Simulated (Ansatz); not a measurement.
Reaction (β-hydride elimination): `C[NH][GeH2][NH2]` → `[NH2][GeH3]` + `C=N`

Isolated molecules relaxed with PBE0-D4/def2-TZVP in Ansatz; ΔE leaves out vibrations. CCSD(T)/CBS is the MP2 limit (def2-TZVPP, def2-QZVPP) plus CCSD(T) − MP2 in def2-TZVPP, frozen cores. This one scheme is used for every species. DFT in def2-TZVPP. B3LYP here is the variant with VWN-RPA as its local correlation; programs differ in this. For Ge outer-core shells are correlated without core-valence functions, which leaves a few kJ/mol of doubt a bond. Scalar relativity is left out up to krypton. Each species was taken in one conformer, which may not be the lowest.

```json
{"level": "PBE0-D4", "ΔE (kJ/mol)": "148.5"}
{"level": "PBE", "ΔE (kJ/mol)": "127.3"}
{"level": "B3LYP", "ΔE (kJ/mol)": "115.2"}
{"level": "CAM-B3LYP", "ΔE (kJ/mol)": "130.9"}
```

Question: What does CCSD(T)/CBS give? (Estimate.)

Answer: Computed: +138.2 kJ/mol. The listed levels differ from it by 10.3, -10.9, -23.0, -7.3 kJ/mol.

Question: What do rigid-rotor, harmonic-oscillator terms from PBE0-D4/def2-TZVP frequencies (298.15 K, 1 bar) make of the CCSD(T)/CBS value? (An estimate is asked.)

Answer: Ansatz gave: ΔZPE = -18.7 kJ/mol, ΔH = +122.4 kJ/mol, ΔS = 159 J/(mol·K), ΔG = +75.0 kJ/mol.

Largest T1 diagnostic among the species: 0.012.

At CCSD(T), def2-SVP lies −16.1 kJ/mol from the extrapolated value and def2-TZVPP −5.6 kJ/mol. In def2-TZVPP, CCSD(T) changes the Hartree–Fock value by +19.4 kJ/mol (the triples alone add −0.1 kJ/mol) and MP2 by +34.2 kJ/mol. From r2SCAN to r2SCAN0 (25 % exact exchange), in def2-TZVPP and without D4, ΔE moves by +9.1 kJ/mol.

CCSD(T)/CBS has its own doubt, a few kJ/mol and more with outer-core shells, so smaller differences from it don't rank the levels.
